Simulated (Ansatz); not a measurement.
Job for Ansatz (a quantum-chemistry and plane-wave program): R-B3LYP-D3(BJ)/def2-TZVP on BH5OSi (SMILES BO[SiH3]).

Ansatz 0.2 input:
```yaml
crystal:
  periodic: [false, false, false]
  atoms:
    - {symbol: B, position_ang: [-0.37467540, 0.29017491, 1.55271724]}
    - {symbol: H, position_ang: [-1.46431184, 0.49010658, 1.98266707]}
    - {symbol: H, position_ang: [0.57680287, 0.28570430, 2.24995587]}
    - {symbol: O, position_ang: [-0.26660950, 0.08589684, 0.27683774]}
    - {symbol: Si, position_ang: [0.27810828, -0.24260936, -1.22408504]}
    - {symbol: H, position_ang: [0.94990606, 0.97681571, -1.67625232]}
    - {symbol: H, position_ang: [-0.94862445, -0.56289075, -2.06223470]}
    - {symbol: H, position_ang: [1.19369818, -1.38634893, -1.16887471]}
basis:
  gaussian:
    orbitals: def2-TZVP
hamiltonian:
  xc: b3lyp
  dispersion: d3bj
relax: {f_tol: 0.003, max_steps: 120}
```

Output:

```
WARN ansatz: RAYON_NUM_THREADS=1 ignored (pool sized by the plan → 1); use --threads N
Functional definition: B3LYP
integrals: 0.04 GiB planned
801 factors; their error is unknown
mean field: 0.41 GiB planned
mean field evaluation 1: about -10681.1981 eV, gradient 5.5e1 eV
mean field evaluation 2: about -10669.6323 eV, gradient 9.6e1 eV
mean field evaluation 4: about -10686.1503 eV, gradient 2.7e0 eV
mean field evaluation 8: about -10686.1946 eV, gradient 2.1e-2 eV
mean field -10686.19457641 eV, -392.7104073203 hartree, gradient 3.0e-5 eV, S^2 0.000000; 0 other end points of the search recorded, 0 dependent functions left out
the calculation of the forces begins
reference -10686.19483887 eV, -392.7104169653 hartree; 16, 16 occupied and 113, 113 virtual orbitals, 801 factors
relax step   1: F+E_penalty+E_count = -10686.39853291 eV  Δ(F+E_penalty+E_count) = +0.000e0 eV  max|allowed force component| = 1.843e0 eV/Å  Δτ_max = 0.0000 Å  (24 SCF iters, accepted)
these checks for a lower state are left out or cut short: starts, cluster_reference, orbital_swaps, neighbouring_geometries, increment
integrals: 0.04 GiB planned
801 factors; their error is unknown
mean field: 0.41 GiB planned
mean field evaluation 16: about -10686.2542 eV, gradient 1.8e-2 eV
mean field -10686.28003699 eV, -392.7135479386 hartree, gradient 8.4e-6 eV, S^2 0.000000; 0 other end points of the search recorded, 0 dependent functions left out
the calculation of the forces begins
reference -10686.28029993 eV, -392.7135576013 hartree; 16, 16 occupied and 113, 113 virtual orbitals, 801 factors
relax step   2: F+E_penalty+E_count = -10686.48193630 eV  Δ(F+E_penalty+E_count) = -8.340e-2 eV  max|allowed force component| = 7.124e-1 eV/Å  Δτ_max = 0.0637 Å  (30 SCF iters, accepted)
these checks for a lower state are left out or cut short: starts, cluster_reference, orbital_swaps, neighbouring_geometries, increment
integrals: 0.04 GiB planned
801 factors; their error is unknown
mean field: 0.41 GiB planned
mean field -10686.28724400 eV, -392.7138127912 hartree, gradient 8.9e-6 eV, S^2 0.000000; 0 other end points of the search recorded, 0 dependent functions left out
the calculation of the forces begins
reference -10686.28750742 eV, -392.7138224719 hartree; 16, 16 occupied and 113, 113 virtual orbitals, 801 factors
relax step   3: F+E_penalty+E_count = -10686.48858418 eV  Δ(F+E_penalty+E_count) = -6.648e-3 eV  max|allowed force component| = 3.015e-1 eV/Å  Δτ_max = 0.0328 Å  (30 SCF iters, accepted)
these checks for a lower state are left out or cut short: starts, cluster_reference, orbital_swaps, neighbouring_geometries, increment
integrals: 0.04 GiB planned
801 factors; their error is unknown
mean field: 0.41 GiB planned
mean field evaluation 32: about -10686.3303 eV, gradient 1.5e-1 eV
mean field -10686.33037450 eV, -392.7153978080 hartree, gradient 9.9e-6 eV, S^2 0.000000; 0 other end points of the search recorded, 0 dependent functions left out
the calculation of the forces begins
reference -10686.33063852 eV, -392.7154075106 hartree; 16, 16 occupied and 113, 113 virtual orbitals, 801 factors
relax step   4: F+E_penalty+E_count = -10686.53441671 eV  Δ(F+E_penalty+E_count) = -4.583e-2 eV  max|allowed force component| = 3.162e-1 eV/Å  Δτ_max = 0.1999 Å  (33 SCF iters, accepted)
these checks for a lower state are left out or cut short: starts, cluster_reference, orbital_swaps, neighbouring_geometries, increment
integrals: 0.04 GiB planned
801 factors; their error is unknown
mean field: 0.41 GiB planned
mean field -10686.34273126 eV, -392.7158519106 hartree, gradient 1.2e-5 eV, S^2 0.000000; 0 other end points of the search recorded, 0 dependent functions left out
the calculation of the forces begins
reference -10686.34299419 eV, -392.7158615732 hartree; 16, 16 occupied and 113, 113 virtual orbitals, 801 factors
relax step   5: F+E_penalty+E_count = -10686.54994038 eV  Δ(F+E_penalty+E_count) = -1.552e-2 eV  max|allowed force component| = 7.456e-1 eV/Å  Δτ_max = 0.1951 Å  (34 SCF iters, accepted)
these checks for a lower state are left out or cut short: starts, cluster_reference, orbital_swaps, neighbouring_geometries, increment
integrals: 0.04 GiB planned
801 factors; their error is unknown
mean field: 0.41 GiB planned
mean field -10686.37163429 eV, -392.7169140773 hartree, gradient 2.7e-5 eV, S^2 0.000000; 0 other end points of the search recorded, 0 dependent functions left out
the calculation of the forces begins
reference -10686.3
[...]
starts, cluster_reference, orbital_swaps, neighbouring_geometries, increment
integrals: 0.04 GiB planned
801 factors; their error is unknown
mean field: 0.41 GiB planned
mean field -10686.38389462 eV, -392.7173646361 hartree, gradient 1.2e-5 eV, S^2 0.000000; 0 other end points of the search recorded, 0 dependent functions left out
the calculation of the forces begins
reference -10686.38415622 eV, -392.7173742499 hartree; 16, 16 occupied and 113, 113 virtual orbitals, 801 factors
relax step  11: F+E_penalty+E_count = -10686.59462955 eV  Δ(F+E_penalty+E_count) = -1.146e-3 eV  max|allowed force component| = 1.025e-1 eV/Å  Δτ_max = 0.0975 Å  (29 SCF iters, accepted)
these checks for a lower state are left out or cut short: starts, cluster_reference, orbital_swaps, neighbouring_geometries, increment
integrals: 0.04 GiB planned
801 factors; their error is unknown
mean field: 0.41 GiB planned
mean field -10686.37227125 eV, -392.7169374851 hartree, gradient 1.2e-5 eV, S^2 0.000000; 0 other end points of the search recorded, 0 dependent functions left out
the calculation of the forces begins
reference -10686.37253319 eV, -392.7169471114 hartree; 16, 16 occupied and 113, 113 virtual orbitals, 801 factors
relax step  12: F+E_penalty+E_count = -10686.58275397 eV  Δ(F+E_penalty+E_count) = +1.188e-2 eV  max|allowed force component| = 4.915e-1 eV/Å  Δτ_max = 0.1360 Å  (29 SCF iters, rejected (line search))
these checks for a lower state are left out or cut short: starts, cluster_reference, orbital_swaps, neighbouring_geometries, increment
integrals: 0.04 GiB planned
801 factors; their error is unknown
mean field: 0.41 GiB planned
mean field evaluation 96: about -10686.3855 eV, gradient 1.5e-1 eV
mean field -10686.38549453 eV, -392.7174234317 hartree, gradient 1.2e-5 eV, S^2 0.000000; 0 other end points of the search recorded, 0 dependent functions left out
the calculation of the forces begins
reference -10686.38575624 eV, -392.7174330494 hartree; 16, 16 occupied and 113, 113 virtual orbitals, 801 factors
relax step  13: F+E_penalty+E_count = -10686.59631956 eV  Δ(F+E_penalty+E_count) = -1.690e-3 eV  max|allowed force component| = 5.777e-3 eV/Å  Δτ_max = 0.0515 Å  (29 SCF iters, accepted)
these checks for a lower state are left out or cut short: starts, cluster_reference, orbital_swaps, neighbouring_geometries, increment
integrals: 0.04 GiB planned
801 factors; their error is unknown
mean field: 0.41 GiB planned
mean field -10686.38589801 eV, -392.7174382592 hartree, gradient 1.2e-5 eV, S^2 0.000000; 0 other end points of the search recorded, 0 dependent functions left out
the calculation of the forces begins
reference -10686.38615971 eV, -392.7174478768 hartree; 16, 16 occupied and 113, 113 virtual orbitals, 801 factors
relax step  14: F+E_penalty+E_count = -10686.59669676 eV  Δ(F+E_penalty+E_count) = -3.772e-4 eV  max|allowed force component| = 3.673e-2 eV/Å  Δτ_max = 0.0552 Å  (29 SCF iters, accepted)
these checks for a lower state are left out or cut short: starts, cluster_reference, orbital_swaps, neighbouring_geometries, increment
integrals: 0.04 GiB planned
801 factors; their error is unknown
mean field: 0.41 GiB planned
mean field -10686.38596031 eV, -392.7174405488 hartree, gradient 1.2e-5 eV, S^2 0.000000; 0 other end points of the search recorded, 0 dependent functions left out
the calculation of the forces begins
reference -10686.38622190 eV, -392.7174501621 hartree; 16, 16 occupied and 113, 113 virtual orbitals, 801 factors
relax step  15: F+E_penalty+E_count = -10686.59677299 eV  Δ(F+E_penalty+E_count) = -7.624e-5 eV  max|allowed force component| = 3.691e-2 eV/Å  Δτ_max = 0.0227 Å  (29 SCF iters, accepted)
these checks for a lower state are left out or cut short: starts, cluster_reference, orbital_swaps, neighbouring_geometries, increment
integrals: 0.04 GiB planned
801 factors; their error is unknown
mean field: 0.41 GiB planned
mean field -10686.38598553 eV, -392.7174414758 hartree, gradient 1.2e-5 eV, S^2 0.000000; 0 other end points of the search recorded, 0 dependent functions left out
the calculation of the forces begins
reference -10686.38624707 eV, -392.7174510869 hartree; 16, 16 occupied and 113, 113 virtual orbitals, 801 factors
relax step  16: F+E_penalty+E_count = -10686.59681485 eV  Δ(F+E_penalty+E_count) = -4.186e-5 eV  max|allowed force component| = 1.775e-2 eV/Å  Δτ_max = 0.0095 Å  (30 SCF iters, accepted)
these checks for a lower state are left out or cut short: starts, cluster_reference, orbital_swaps, neighbouring_geometries, increment
integrals: 0.04 GiB planned
801 factors; their error is unknown
mean field: 0.41 GiB planned
mean field -10686.38598564 eV, -392.7174414797 hartree, gradient 8.8e-6 eV, S^2 0.000000; 0 other end points of the search recorded, 0 dependent functions left out
the calculation of the forces begins
reference -10686.38624715 eV, -392.7174510899 hartree; 16, 16 occupied and 113, 113 virtual orbitals, 801 factors
relax step  17: F+E_penalty+E_count = -10686.59682649 eV  Δ(F+E_penalty+E_count) = -1.163e-5 eV  max|allowed force component| = 7.977e-3 eV/Å  Δτ_max = 0.0034 Å  (23 SCF iters, accepted)
these checks for a lower state are left out or cut short: starts, cluster_reference, orbital_swaps, neighbouring_geometries, increment
integrals: 0.04 GiB planned
801 factors; their error is unknown
mean field: 0.41 GiB planned
mean field evaluation 128: about -10686.3603 eV, gradient 2.1e-1 eV
mean field -10686.38593915 eV, -392.7174397713 hartree, gradient 1.6e-5 eV, S^2 0.000000; 0 other end points of the search recorded, 0 dependent functions left out
the calculation of the forces begins
reference -10686.38620063 eV, -392.7174493803 hartree; 16, 16 occupied and 113, 113 virtual orbitals, 801 factors
relax step  18: F+E_penalty+E_count = -10686.59683317 eV  Δ(F+E_penalty+E_count) = -6.682e-6 eV  max|allowed force component| = 8.536e-3 eV/Å  Δτ_max = 0.0023 Å  (22 SCF iters, accepted)
these checks for a lower state are left out or cut short: starts, cluster_reference, orbital_swaps, neighbouring_geometries, increment
integrals: 0.04 GiB planned
801 factors; their error is unknown
mean field: 0.41 GiB planned
mean field -10686.38593320 eV, -392.7174395525 hartree, gradient 6.1e-5 eV, S^2 0.000000; 0 other end points of the search recorded, 0 dependent functions left out
the calculation of the forces begins
reference -10686.38619466 eV, -392.7174491612 hartree; 16, 16 occupied and 113, 113 virtual orbitals, 801 factors
relax step  19: F+E_penalty+E_count = -10686.59683440 eV  Δ(F+E_penalty+E_count) = -1.228e-6 eV  max|allowed force component| = 4.392e-4 eV/Å  Δτ_max = 0.0004 Å  (18 SCF iters, accepted)
integrals: 0.04 GiB planned
801 factors; their error is unknown
mean field: 0.41 GiB planned
mean field -10686.38593320 eV, -392.7174395525 hartree, gradient 6.1e-5 eV, S^2 0.000000; 1 other end points of the search recorded, 0 dependent functions left out
the calculation of the forces begins
reference -10686.38619466 eV, -392.7174491612 hartree; 16, 16 occupied and 113, 113 virtual orbitals, 801 factors
Total energy: -10686.59709586 eV, -392.7251996373 hartree
Atom 0 at    -0.430763     0.229318     1.489472 Å, force     0.000046    -0.000046    -0.000439 eV/Å
Atom 1 at    -1.197460     0.784400     2.217798 Å, force     0.000024    -0.000014     0.000395 eV/Å
Atom 2 at     0.440270    -0.480598     1.908965 Å, force    -0.000084     0.000041     0.000267 eV/Å
Atom 3 at    -0.564788     0.418917     0.161018 Å, force    -0.000028     0.000098    -0.000053 eV/Å
Atom 4 at     0.255204    -0.139622    -1.171393 Å, force     0.000248    -0.000318    -0.000124 eV/Å
Atom 5 at     0.787197     1.029826    -1.899888 Å, force    -0.000048     0.000035    -0.000011 eV/Å
Atom 6 at    -0.705249    -0.872638    -2.020832 Å, force    -0.000040     0.000045    -0.000074 eV/Å
Atom 7 at     1.359883    -1.032755    -0.754408 Å, force    -0.000118     0.000159     0.000038 eV/Å
Dipole moment:     0.112276    -0.077905    -0.159747 e Å
```

The calculation finished and met its thresholds.

Cost: very roughly 100 core-seconds.
